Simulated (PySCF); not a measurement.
**Shapes and spin states of [FeH3]-**

All numbers come from PBE0/[Fe def2-TZVPD, H def2-TZVPD], no relativity, density fitting, PySCF.

Relaxations began from a few typed shapes and spin states; open shells are unrestricted. The search is not exhaustive: other isomers or separated fragments can lie lower, and high-lying points may rest on an excited occupation.

```tsv
spin	group	bonds	angles	imaginary modes (cm⁻¹)	ΔE (kJ/mol)	ΔE with ZPE (kJ/mol)
quintet	D3h	Fe–H 1.704 Å (×3)	H–Fe–H 120.0° (×3)	none	0.0	0.0
triplet	C2v	Fe–H 1.546 Å, Fe–H 1.654 Å (×2)	H–Fe–H 95.2° (×2), H–Fe–H 169.5°	none	116.6	118.0
singlet (closed shell, unstable to spin polarisation)	C3v	Fe–H 1.579 Å (×3)	H–Fe–H 107.0° (×3)	none	260.1	264.0
singlet (closed shell, unstable to spin polarisation)	C2v	Fe–H 1.548 Å (×2), Fe–H 1.713 Å	H–Fe–H 78.4°, H–Fe–H 140.8° (×2)	none	284.3	285.8
```

The lowest minimum found is the quintet D3h: Fe–H 1.704 Å (×3); H–Fe–H 120.0° (×3).

Formally Fe is in oxidation state +2, d6, with 4 unpaired electrons (the high-spin count). The Mulliken spin on Fe is 4.00. The polar-tensor charge on Fe, 0.50, is far below the formal one.

For the lowest minimum: open d and f shells are described by one determinant, and the ground state may have another occupation or spin. The lowest empty level of this anion is unbound, so it and the gap depend on the basis.
